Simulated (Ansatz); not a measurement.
Input and output for `[CH2][Al]([CH3])[NH2]` radical.

```yaml
crystal:
  periodic: [false, false, false]
  atoms:
    - {symbol: C, position_ang: [-1.311350, 1.496363, -0.241348]}
    - {symbol: Al, position_ang: [-0.020529, 0.067679, -0.162172]}
    - {symbol: C, position_ang: [0.463702, -0.844136, 1.493120]}
    - {symbol: N, position_ang: [0.739917, -0.421987, -1.687840]}
    - {symbol: H, position_ang: [-1.603931, 2.013034, -1.154812]}
    - {symbol: H, position_ang: [-1.841112, 1.890128, 0.625132]}
    - {symbol: H, position_ang: [-0.353222, -1.483359, 1.843899]}
    - {symbol: H, position_ang: [1.346267, -1.478479, 1.376636]}
    - {symbol: H, position_ang: [0.669935, -0.131523, 2.297426]}
    - {symbol: H, position_ang: [0.544152, -0.016733, -2.588639]}
    - {symbol: H, position_ang: [1.431473, -1.147887, -1.780901]}
basis:
  gaussian: {orbitals: aug-pcseg-2}
magnetization: {spin_polarized: true, initial_magnetization: 1}
hamiltonian: {xc: {name: PBE0}, dispersion: d3bj}
accuracy: high
output: {forces: true}
```

```sh
$ ansatz run in.yaml --threads 4 --pin off --events-out ev --progress --plain --max-ram 10444MiB
```

Shortened log:

```
Functional definition: PBE0
5325 factors; integrals over basis functions are off by at most 3.6e-9 eV
mean field evaluation 1: about -10252.5227 eV, gradient 6.3e1 eV
mean field evaluation 2: about -10237.2306 eV, gradient 7.8e1 eV
mean field evaluation 4: about -10269.0771 eV, gradient 5.0e0 eV
mean field evaluation 8: about -10269.2182 eV, gradient 3.0e-1 eV
mean field evaluation 16: about -10269.2186 eV, gradient 1.7e-4 eV
mean field -10269.21863391 eV, -377.3868240697 hartree, gradient 5.1e-8 eV, S^2 0.754099; 0 other end points of the search recorded, 0 dependent functions left out
reference -10269.21864057 eV, -377.3868243145 hartree; 20, 19 occupied and 329, 330 virtual orbitals, 5325 factors
Total energy: -10269.37862557 eV, -377.3927036549 hartree
Atom 0 at    -1.311350     1.496363    -0.241348 Å, force    -0.017724     0.017299    -0.003303 eV/Å
Atom 1 at    -0.020529     0.067679    -0.162172 Å, force    -0.008023     0.003612     0.027209 eV/Å
Atom 2 at     0.463702    -0.844136     1.493120 Å, force     0.001747    -0.003448     0.003887 eV/Å
Atom 3 at     0.739917    -0.421987    -1.687840 Å, force     0.009751    -0.005415    -0.015670 eV/Å
Atom 4 at    -1.603931     2.013034    -1.154812 Å, force     0.008146    -0.013775     0.022081 eV/Å
Atom 5 at    -1.841112     1.890128     0.625132 Å, force     0.015393    -0.012866    -0.021019 eV/Å
Atom 6 at    -0.353222    -1.483359     1.843899 Å, force     0.018891     0.016266    -0.006636 eV/Å
Atom 7 at     1.346267    -1.478479     1.376636 Å, force    -0.020317     0.012590     0.004258 eV/Å
Atom 8 at     0.669935    -0.131523     2.297426 Å, force    -0.003367    -0.017308    -0.016863 eV/Å
Atom 9 at     0.544152    -0.016733    -2.588639 Å, force     0.013773    -0.016516     0.016625 eV/Å
Atom 10 at     1.431473    -1.147887    -1.780901 Å, force    -0.018270     0.019561    -0.010569 eV/Å
Dipole moment:     0.038811    -0.022606    -0.092036 e Å
```

It took 61 s on 4 threads of an Arm Neoverse V1 on a shared host, with 4.3 GiB of host memory at the peak.
